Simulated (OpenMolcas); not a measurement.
Mo4+ with 6 ligands (water) in octahedral coordination (Th) at 2.06 Å. Ligand basis ANO-RCC-VDZP.
```
Mo    0.0000    0.0000    0.0000
O     2.0600    0.0000    0.0000
H     2.6370    0.7797    0.0000
H     2.6370   -0.7797    0.0000
O     0.0000    2.0600    0.0000
H     0.0000    2.6370    0.7797
H     0.0000    2.6370   -0.7797
O    -2.0600    0.0000    0.0000
H    -2.6370    0.7797    0.0000
H    -2.6370   -0.7797    0.0000
O     0.0000   -2.0600    0.0000
H     0.0000   -2.6370    0.7797
H     0.0000   -2.6370   -0.7797
O     0.0000    0.0000    2.0600
H     0.7797    0.0000    2.6370
H    -0.7797    0.0000    2.6370
O     0.0000    0.0000   -2.0600
H     0.7797    0.0000   -2.6370
H    -0.7797    0.0000   -2.6370
```

| Item | Value |
| --- | --- |
| Program | OpenMolcas |
| Method | CASSCF |
| Basis | ANO-RCC-VTZP [7s6p4d2f1g] |
| Scalar Hamiltonian | DKH2, point nucleus |
| Active space | 2 electrons in 5 orbitals (4d) |
| State averaging | 2S+1 = 3 even, 10 roots; 2S+1 = 1 even, 15 roots |
| Spin-orbit coupling | state interaction with AMFI integrals over the reference wave functions |

Problem. What is the spin-free ground state (labels of O, taken over from Oh, the nearest higher group)?

Solution. 3T1, 3-fold in its orbital part; it has the highest spin that d2 allows.

Problem. Where is the first state of the same spin?

Solution. 3T2 at 27800 cm-1 above the ground state.

Problem. What are the lowest two levels with spin-orbit coupling?

Solution. A 2-fold level E, then a 3-fold level T2 28.6 cm-1 above it. Their leading multiplicities are 3 (100 %) and 3 (100 %).

Problem. What is χT at 300 K, and how does it compare with the textbook value?

Solution. The lowest level has 2S+1 = 3, for which the spin-only value is χT = S(S+1) / 2 = 1.000 cm3 K/mol (g = 2). The computed 0.392 at 300 K differs by -0.608, through orbital momentum, spin-orbit coupling and any other state in reach. With a threefold ground state the orbital momentum is unquenched, so the spin-only value is not expected to hold.

Problem. Which ligand-field parameters describe the states?

Solution. A least-squares ligand-field fit to the states below 45000 cm-1, each weighted by its degeneracy and with a free common offset, gives 10Dq = 29060 cm-1, B = 732 cm-1 and C = 2804 cm-1 (C/B = 3.83), with an rms deviation of 179 cm-1. The same method and metal basis give the free ion B = 861 cm-1 (fit to its terms below 60000 cm-1, rms deviation 23 cm-1), so the nephelauxetic ratio is β = 732 / 861 = 0.85; it hangs on how both fits weigh the states, and computed free-ion B values tend to be too large, so β mixes covalency with correlation.

An orbital triplet at a regular site is open to Jahn-Teller coupling, which can distort the site and quench the lowest spin-orbit gaps and is left out. Without dynamic correlation the repulsion within the d shell is too large (B by tens of per cent), so at a given field states of lower spin stand too high. The least metal-like active orbital is 78 % on the metal (Löwdin) and no ligand orbital is active, so the numbers are rough. With metal d orbitals alone the field can be off either way by tens of per cent. Ligand-to-metal charge-transfer states are missing. With no ligand orbital active B as a rule stays too high, so bands that hang on it stand too high and its fall with covalency is understated. The distance lies 2 % over the 2.01 Å that this model takes as the normal distance (a Shannon-type radius plus a fixed donor radius); by an R⁻⁵ law this alone changes a d-shell field by about -12 %. No measured value stands beside these numbers; the geometry was imposed, not optimised, and the real ion may take another.
